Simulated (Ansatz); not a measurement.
`COB(C)O` + `C[C]1=[CH][GeH2]1` → `CB(C)O` + `CO[C]1=[CH][GeH2]1`  (redistribution)

Program: Ansatz. Geometries: PBE0-D4/def2-TZVP. ΔE: electronic, gas phase. CCSD(T)/CBS adds triple-zeta CCSD(T) − MP2 to the extrapolated MP2 energy (def2 sets, frozen cores). DFT in def2-TZVPP. B3LYP here is the variant with VWN-RPA as its local correlation; programs differ in this. For Ge outer-core shells are correlated without core-valence functions, which leaves a few kJ/mol of doubt a bond. Scalar relativity is left out up to krypton. One conformer a species, not always the lowest.

`COB(C)O`:

```xyz
12

C    -1.355   -0.953   -0.372
O    -0.827    0.298   -0.744
B     0.339    0.777   -0.214
C     1.213   -0.004    0.828
O     0.742    2.008   -0.642
H    -1.722   -0.938    0.659
H    -0.613   -1.751   -0.468
H    -2.192   -1.174   -1.035
H     1.592   -0.939    0.402
H     2.069    0.586    1.156
H     0.631   -0.286    1.711
H     0.124    2.377   -1.281
```

`C[C]1=[CH][GeH2]1`:

```xyz
10

C    -1.046    0.854    0.863
C    -0.124   -0.026    0.117
C     0.166   -1.311    0.005
Ge    1.288   -0.294   -1.155
H    -1.669    1.429    0.173
H    -0.485    1.578    1.460
H    -1.697    0.280    1.529
H    -0.181   -2.243    0.438
H     2.746   -0.019   -0.773
H     1.003   -0.247   -2.659
```

`CB(C)O`:

Z-matrix (Å, degrees):
```
C
B 1 1.569
H 1 1.091 2 112.9
H 1 1.097 2 109.3 3 119.9
H 1 1.094 2 111.9 3 -123.4
C 2 1.576 1 122.0 3 167.9
O 2 1.364 1 116.9 3 -11.9
H 6 1.094 2 111.5 1 45.5
H 6 1.094 2 114.6 1 168.7
H 6 1.097 2 109.2 1 -70.9
H 7 0.961 2 112.9 1 -178.5
```

`CO[C]1=[CH][GeH2]1`:

```xyz
11

C     0.679    0.840    1.606
O    -0.061    1.278    0.478
C    -0.324    0.343   -0.427
C    -0.953    0.296   -1.593
Ge   -0.271   -1.433   -1.134
H     0.799    1.708    2.252
H     1.661    0.466    1.305
H     0.140    0.054    2.142
H    -1.485    0.962   -2.258
H    -1.192   -2.530   -0.582
H     1.005   -1.984   -1.788
```

CCSD(T)/CBS gives +36.4 kcal/mol.

Task: Another level gave +35.9 kcal/mol. Which?
A. HF/def2-TZVPP
B. B3LYP-D4/def2-TZVPP
C. CCSD(T)/def2-TZVPP
D. PBE/def2-TZVPP

Result: C. CCSD(T)/def2-TZVPP 35.9, B3LYP-D4 34.7, PBE 31.8, HF/def2-TZVPP 38.3 kcal/mol.

Largest T1 diagnostic among the species: 0.013.

In def2-TZVPP, CCSD(T) changes the Hartree–Fock value by −2.3 kcal/mol (the triples alone add −0.7 kcal/mol) and MP2 by −1.6 kcal/mol. From PBE to PBE0 (25 % exact exchange), in def2-TZVPP and without D4, ΔE moves by +2.0 kcal/mol.
